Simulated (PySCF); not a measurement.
Working out the ionisation energy of I¹¹⁺

I¹¹⁺ [Kr] 4d6 (5D) → I¹²⁺ [Kr] 4d5 (6S). Computed with PySCF 2.14 in an uncontracted even-tempered set (21 s from 0.39 bohr⁻², ratio 2.5; 15 p from 0.51 bohr⁻², ratio 2.5; 10 d from 0.51 bohr⁻², ratio 2.5; 4 f from 3.1 bohr⁻², ratio 2.7; 4 g from 4.6 bohr⁻², ratio 2.7), with the spin-free X2C one-electron Hamiltonian (Gaussian nucleus). Frozen: [Ar] 3d10; the 43 highest virtual orbitals dropped. Energies in hartree (1 hartree = 27.21139 eV):

| part | I¹¹⁺ (lower) | I¹²⁺ (upper) |
| --- | --- | --- |
| UHF | -7074.193715 | -7065.147138 |
| MP2 opposite-spin | -0.312944 | -0.282636 |
| MP2 same-spin | -0.140986 | -0.135785 |

Problem. What does Hartree-Fock give?

Solution. (-7065.147138) − (-7074.193715) = 9.046577 hartree = 246.170 eV.

Problem. What do MP2 and SCS-MP2 (6/5 opposite-spin, 1/3 same-spin) give?

Solution. The opposite-spin parts differ by 0.825 eV and the same-spin parts by 0.142 eV. MP2: 246.170 + (0.825) + (0.142) = 247.137 eV. SCS-MP2: 246.170 + 1.2 × (0.825) + (0.142)/3 = 247.207 eV.

A first-order spin-orbit estimate adds 0.783 eV to MP2 (outer shells), giving 247.920 eV against 247 ± 2.5 eV (theoretical estimate listed by NIST; NIST Atomic Spectra Database, ionization energies).

What remains against the reference includes basis incompleteness, the frozen core and correlation beyond second order.
